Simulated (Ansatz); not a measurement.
Computed with frozen-core CCSD(T)/cc-pVDZ // B3LYP-D3(BJ)/def2-SVP (Ansatz, a program for electronic structure).

Ansatz 0.2 input:
```yaml
crystal:
  periodic: [false, false, false]
  atoms:
    - { symbol: C, position_ang: [-1.80308, 2.316553, 0.229027] }
    - { symbol: C, position_ang: [-0.588637, 1.773261, -0.533027] }
    - { symbol: Si, position_ang: [0.350307, 0.395584, 0.344003] }
    - { symbol: Br, position_ang: [1.193034, 1.258302, 2.272431] }
    - { symbol: C, position_ang: [1.804166, -0.195888, -0.697751] }
    - { symbol: C, position_ang: [2.627802, -1.329826, -0.076] }
    - { symbol: C, position_ang: [-0.785291, -1.025657, 0.837998] }
    - { symbol: C, position_ang: [-1.440933, -1.721836, -0.363639] }
    - { symbol: H, position_ang: [-1.508373, 2.707941, 1.215375] }
    - { symbol: H, position_ang: [-2.297697, 3.132976, -0.321181] }
    - { symbol: H, position_ang: [-2.557587, 1.531441, 0.399752] }
    - { symbol: H, position_ang: [0.129596, 2.583919, -0.746121] }
    - { symbol: H, position_ang: [-0.895387, 1.376113, -1.518713] }
    - { symbol: H, position_ang: [2.444187, 0.679134, -0.905462] }
    - { symbol: H, position_ang: [1.392851, -0.506986, -1.676238] }
    - { symbol: H, position_ang: [2.016169, -2.232514, 0.08489] }
    - { symbol: H, position_ang: [3.475189, -1.6178, -0.718594] }
    - { symbol: H, position_ang: [3.035811, -1.031678, 0.902548] }
    - { symbol: H, position_ang: [-1.551996, -0.629284, 1.525014] }
    - { symbol: H, position_ang: [-0.19622, -1.745016, 1.431679] }
    - { symbol: H, position_ang: [-0.688568, -2.148659, -1.047147] }
    - { symbol: H, position_ang: [-2.098542, -2.547407, -0.047084] }
    - { symbol: H, position_ang: [-2.056803, -1.022674, -0.952953] }
basis:
  gaussian: { orbitals: cc-pVDZ }
correlation:
  method: ccsd_t
```

Output:

```
Functional definition: HF
1930 factors; integrals over basis functions are off by at most 1.3e-3 eV
mean field evaluation 1: about -84278.4593 eV, gradient 3.9e1 eV
mean field evaluation 2: about -84278.6706 eV, gradient 3.9e1 eV
mean field evaluation 4: about -84283.2156 eV, gradient 4.2e0 eV
mean field evaluation 8: about -84283.2766 eV, gradient 1.7e-1 eV
mean field evaluation 16: about -84283.0583 eV, gradient 5.0e-1 eV
mean field -84283.27670001 eV, -3097.3532894686 hartree, gradient 4.4e-6 eV, S^2 0.000000; 0 other end points of the search recorded, 0 dependent functions left out
20 core orbitals not correlated
reference -84283.27670001 eV, -3097.3532894686 hartree; 30, 30 occupied and 154, 154 virtual orbitals, 1930 factors
second order -29.99335197 eV of doubles, -0.00000000 eV of singles
cycle   1  -31.91029899 eV  change    -1.9e0 eV  update   1.1e-1
cycle   2  -32.71264693 eV  change   -8.0e-1 eV  update   3.2e-2
cycle   3  -32.82593574 eV  change   -1.1e-1 eV  update   1.1e-2
cycle   4  -32.82752436 eV  change   -1.6e-3 eV  update   2.7e-3
cycle   5  -32.82838990 eV  change   -8.7e-4 eV  update   7.8e-4
cycle   6  -32.82852914 eV  change   -1.4e-4 eV  update   2.0e-4
cycle   7  -32.82853406 eV  change   -4.9e-6 eV  update   5.8e-5
perturbative correction -0.96820190 eV, -0.0355807635 hartree
Total energy: -84317.07343597 eV, -3098.5952966067 hartree
```

Cost: around 6 core-minutes (rough).
